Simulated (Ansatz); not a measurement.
Ansatz (a program for electronic structure) input (CCSD(T)/cc-pV(D+d)Z): A basis named .json is the Basis Set Exchange file of that set (core-valence sets with the plain set on hydrogen).

Ansatz 0.2 input:
```yaml
crystal:
  periodic: [false, false, false]
  atoms:
    - {symbol: Cl, position_ang: [0.00000000, 0.00000000, 0.00000000]}
basis:
  gaussian:
    orbitals: cc-pV_D+d_Z.json
magnetization: {spin_polarized: true, initial_magnetization: 1}
correlation: {method: ccsd_t, electrons: outside_noble_gas}
scf: {lower_state_search: full}
```

Output:

```
Functional definition: HF
integrals: 0.00 GiB planned
137 factors; integrals over basis functions are off by at most 1.1e-4 eV
mean field: 0.04 GiB planned
mean field evaluation 1: about -12502.7061 eV, gradient 4.7e0 eV
mean field evaluation 2: about -12502.7082 eV, gradient 4.7e0 eV
mean field evaluation 4: about -12502.8518 eV, gradient 3.5e-1 eV
mean field evaluation 8: about -12502.8536 eV, gradient 2.9e-3 eV
mean field evaluation 16: about -12502.8525 eV, gradient 3.7e-1 eV
mean field evaluation 32: about -12502.8536 eV, gradient 4.7e-3 eV
mean field evaluation 64: about -12502.8509 eV, gradient 2.9e-1 eV
mean field -12502.85363528 eV, -459.4713963578 hartree, gradient 2.8e-6 eV, S^2 0.756366; 5 other end points of the search recorded, 0 dependent functions left out
5 core orbitals not correlated
reference -12502.85363528 eV, -459.4713963578 hartree; 4, 3 occupied and 14, 15 virtual orbitals, 137 factors
second order -3.06408664 eV of doubles, -0.00000000 eV of singles
coupled cluster: 0.04 GiB planned
cycle   1  -3.46330385 eV  change   -4.0e-1 eV  update   3.4e-2
cycle   2  -3.56202891 eV  change   -9.9e-2 eV  update   1.1e-2
cycle   3  -3.56848669 eV  change   -6.5e-3 eV  update   2.1e-3
cycle   4  -3.56865240 eV  change   -1.7e-4 eV  update   2.7e-4
cycle   5  -3.56859738 eV  change    5.5e-5 eV  update   5.4e-5
cycle   6  -3.56861650 eV  change   -1.9e-5 eV  update   1.2e-5
cycle   7  -3.56861063 eV  change    5.9e-6 eV  update   2.6e-6
perturbative correction -0.04064331 eV, -0.0014936140 hartree
Total energy: -12506.46288921 eV, -459.6040339936 hartree
```
